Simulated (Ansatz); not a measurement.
Consider the redistribution: `NB[SeH]` + `[CH3][AlH][O][SiH3]` → `[CH3][AlH][O]BN` + `[SiH3][SeH]`.

Computed with Ansatz on PBE0-D4/def2-TZVP structures; ΔE is electronic, products minus reactants. CCSD(T)/CBS adds triple-zeta CCSD(T) − MP2 to the extrapolated MP2 energy (def2 sets, frozen cores). Functionals use def2-TZVPP. For Se outer-core shells are correlated without core-valence functions, which leaves a few kJ/mol of doubt a bond. Scalar relativity is left out up to krypton. One conformer a species, not always the lowest.

`NB[SeH]`:

Z-matrix (Å, degrees):
```
N
B 1 1.389
H 1 1.006 2 124.5
H 1 1.005 2 121.8 3 180.0
Se 2 1.956 1 120.2 3 -0.0
H 2 1.192 1 120.2 3 180.0
H 5 1.464 2 94.6 1 -180.0
```

`[CH3][AlH][O][SiH3]`:

Cartesian coordinates in Å:
```
C 1.367 1.144 1.304
Al -0.115 1.232 0.052
O -0.721 -0.188 -0.630
Si -1.084 -1.681 -1.145
H 1.957 0.231 1.187
H 0.996 1.160 2.335
H 2.036 2.003 1.199
H -0.832 2.576 -0.376
H -2.351 -2.145 -0.518
H -0.003 -2.642 -0.787
H -1.249 -1.690 -2.623
```

`[CH3][AlH][O]BN`:

Z-matrix (Å, degrees):
```
C
Al 1 1.943
H 1 1.095 2 110.9
H 1 1.092 2 112.5 3 -121.1
H 1 1.095 2 110.9 3 117.8
O 2 1.679 1 119.9 3 123.7
H 2 1.584 1 123.3 3 -57.8
B 6 1.353 2 170.5 1 -89.8
N 8 1.403 6 121.3 2 -179.7
H 8 1.205 6 120.5 2 0.4
H 9 1.006 8 123.1 6 0.5
H 9 1.003 8 122.4 6 179.8
```

`[SiH3][SeH]`:

Cartesian coordinates in Å:
```
Si -0.534 -0.122 0.178
Se 1.146 1.166 -0.667
H -0.817 -1.288 -0.695
H -1.714 0.774 0.225
H -0.210 -0.607 1.543
H 2.128 0.077 -0.584
```

**Question.** Is it downhill or uphill in electronic energy at CCSD(T)/CBS, and by how much? (An estimate is asked.)

**Answer.** Ansatz gave: Downhill: ΔE = -0.07 eV.

**Question.** What do these levels give: PBE-D4, ωB97X-V, ωB97M-V, r2SCAN, HF/def2-QZVPP, MP2/def2-QZVPP? (An estimate is asked.)

**Answer.** The calculation gave: PBE-D4 -0.16, ωB97X-V -0.09, ωB97M-V -0.11, r2SCAN -0.11, HF/def2-QZVPP -0.07, MP2/def2-QZVPP -0.02 eV.

Largest T1 diagnostic among the species: 0.012.

In def2-TZVPP, CCSD(T) changes the Hartree–Fock value by +0.04 eV (the triples alone add +0.00 eV) and MP2 by +0.07 eV.
